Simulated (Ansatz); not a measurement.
Reaction (hydrogenolysis of a C–Se bond): `N=C([SiH3])[SeH]` + H₂ → `N=C[SiH3]` + H₂Se

Program: Ansatz. Geometries: PBE0-D4/def2-TZVP. ΔE: electronic, gas phase. CBS: MP2 limit from def2 TZ/QZ plus the TZ coupled-cluster correction, frozen cores. This one scheme is used for every species. Functionals use def2-TZVPP. B3LYP here is the variant with VWN-RPA as its local correlation; programs differ in this. For Se outer-core shells are correlated without core-valence functions, which leaves a few kJ/mol of doubt a bond. Scalar relativity is left out up to krypton. One conformer a species, not always the lowest.

`N=C([SiH3])[SeH]`:

Z-matrix (Å, degrees):
```
Si
C 1 1.893
H 1 1.484 2 109.6
H 1 1.484 2 109.6 3 -119.9
H 1 1.486 2 107.2 3 120.1
Se 2 1.922 1 117.1 3 59.7
N 2 1.265 1 126.7 3 -120.3
H 6 1.470 2 94.8 1 -0.2
H 7 1.020 2 111.5 1 0.0
```

H₂:

```xyz
2

H    -0.178    0.249    0.214
H     0.178   -0.249   -0.214
```

`N=C[SiH3]`:

Cartesian coordinates in Å:
```
N 1.149 -0.465 1.181
C 0.503 -0.600 0.097
Si -0.779 0.697 -0.396
H 1.807 -1.235 1.325
H 0.665 -1.458 -0.575
H -2.102 0.034 -0.547
H -0.403 1.268 -1.718
H -0.839 1.759 0.634
```

H₂Se:

Cartesian coordinates in Å:
```
Se 0.075 0.459 -0.502
H -0.590 0.466 0.806
H 0.516 -0.926 -0.304
```

| level | ΔE (kJ/mol) | difference from CCSD(T)/CBS |
| --- | --- | --- |
| PBE-D4 | -17.9 | 14.9 |
| B3LYP-D4 | -29.0 | 3.8 |
| ωB97X-V | -38.0 | -5.2 |
| ωB97M-V | -36.7 | -3.9 |
| PBE | -26.2 | 6.6 |
| r2SCAN | -24.2 | 8.6 |
| PBE0 | -36.6 | -3.8 |
| B3LYP | -42.8 | -10.0 |
| MP2/def2-TZVPP | -22.8 | 10.0 |
| SCS-MP2/def2-TZVPP | -32.5 | 0.3 |
| CCSD/def2-TZVPP | -44.1 | -11.3 |
| CCSD(T)/def2-TZVPP | -35.1 | -2.3 |
| HF/def2-QZVPP | -71.4 | -38.6 |
| HF/CBS(def2) | -71.4 | -38.6 |
| MP2/CBS(def2) | -20.5 | 12.3 |
| CCSD/CBS(def2) | -41.8 | -9.0 |
| CCSD(T)/CBS | -32.8 | 0 |

Largest T1 diagnostic among the species: 0.012.

In def2-TZVPP, CCSD(T) changes the Hartree–Fock value by +36.3 kJ/mol (the triples alone add +9.0 kJ/mol) and MP2 by +48.6 kJ/mol. From PBE to PBE0 (25 % exact exchange), in def2-TZVPP and without D4, ΔE moves by −10.5 kJ/mol.
